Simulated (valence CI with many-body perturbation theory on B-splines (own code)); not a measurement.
Ta: one-electron terms

Calculated by configuration interaction combined with many-body perturbation theory (CI+MBPT): five valence electrons over a frozen Dirac-Fock core [Xe] 4f14, a basis of 7 s, 7 p, 8 d, 6 f, 4 g, 1 h functions for each j, with the one-electron correlation potential Σ1, the two-electron term Σ2, the three-electron term Σ3, Breit, model QED; selected CI, second order for the rest, scaled by the run's own slope (own B-spline code, finite nucleus).

Set against measurement, 6 paired levels are off by 56 cm⁻¹ on average, the worst by 151. These come from a selection out of the NIST Handbook of Basic Atomic Spectroscopic Data. Levels without a partner in it may be off by more, other configurations by 1,000 to 4,000 cm⁻¹. Among the levels kept, up to 1500 cm⁻¹ of a level comes from second order outside the variational space, and about a tenth of that is noise between levels of different J, which matters for small intervals.

These are the spectroscopic orbitals of the CI (the correlating ones are not listed), shaped by the core and the other valence electrons. h is the expectation value of the core's Dirac-Fock operator, without the valence repulsion; Σ1 is computed up to l = 3 at one energy for each symmetry, that of its lowest orbital but kept below the first core excitation, so for empty shells it is not the orbital's own correlation shift; Breit and QED include the response of the core.

```
Orbital  h (hartree)  Σ1 (cm⁻¹)  Breit (cm⁻¹)  QED (cm⁻¹)  ⟨r⟩ (bohr)
  6s1/2      -1.3905      -5057          62.2        83.7       3.454
  7s1/2      -0.6209       -929          15.5        19.9       8.681
  8s1/2     -0.31902       -246           4.2         5.4       17.82
  6p1/2       -1.095      -2717          65.8        -0.6       4.367
  7p1/2     -0.46442       -410          11.9        -0.1       11.69
  8p1/2     -0.26182       -149           4.4         0.0       21.99
  6p3/2       -1.029      -2080          27.9         2.9       4.704
  7p3/2      -0.4476       -350           5.6         0.6       12.19
  8p3/2     -0.25472       -129           2.4         0.2       22.62
  5d3/2      -1.6378      -9860           8.6       -51.5       2.233
  6d3/2     -0.47911       -273           1.3        -1.5       10.95
  7d3/2     -0.26957       -118           0.6        -0.7       21.59
  5d5/2      -1.6035      -8965         -60.2       -38.0       2.317
  6d5/2     -0.47386       -271          -1.3        -1.2       11.09
  7d5/2     -0.26733       -117          -0.5        -0.5       21.76
  5f5/2     -0.28556      -10.0           0.0         0.0       17.76
  6f5/2     -0.20268       -8.4           0.0         0.0       27.52
  5f7/2     -0.28564      -10.0           0.0         0.0       17.76
  6f7/2     -0.20273       -8.4           0.0         0.0       27.52
  5g7/2     -0.18734                      0.0         0.0       25.88
  5g9/2     -0.18734                      0.0         0.0       25.88
```

Among the shells of the start configuration 5d3 6s2, Σ1 is largest in size for 5d3/2, where it is 2.7 % of h.

Lowest root of each symmetry, sizes in configuration state functions:

| J | Parity | Roots | Reference | Variational | Second order | Change by selected CI (cm⁻¹) | Change by second order (cm⁻¹) |
| --- | --- | --- | --- | --- | --- | --- | --- |
| 1/2 | even | 6 | 24 | 36373 | 4062576 | -13008 | -444 |
| 3/2 | even | 9 | 41 | 34271 | 7960425 | -16899 | -776 |
| 5/2 | even | 9 | 47 | 31771 | 10057028 | -16543 | -1060 |
| 7/2 | even | 7 | 37 | 31541 | 10482100 | -16496 | -1053 |
| 9/2 | even | 7 | 27 | 32741 | 9855204 | -16334 | -945 |
| 11/2 | even | 3 | 13 | 30940 | 9859215 | -18762 | -834 |
| 13/2 | even | 2 | 4 | 30559 | 6476146 | -14657 | -584 |
| 1/2 | odd | 5 | 54 | 40000 | 2764647 | -11831 | -482 |
| 3/2 | odd | 6 | 90 | 38143 | 4758781 | -10052 | -648 |
| 5/2 | odd | 6 | 99 | 36452 | 6026479 | -10088 | -919 |
| 7/2 | odd | 4 | 87 | 36621 | 7049528 | -9730 | -973 |
| 9/2 | odd | 2 | 60 | 37851 | 5449897 | -9936 | -846 |
| 11/2 | odd | 1 | 33 | 39452 | 4221410 | -10364 | -583 |
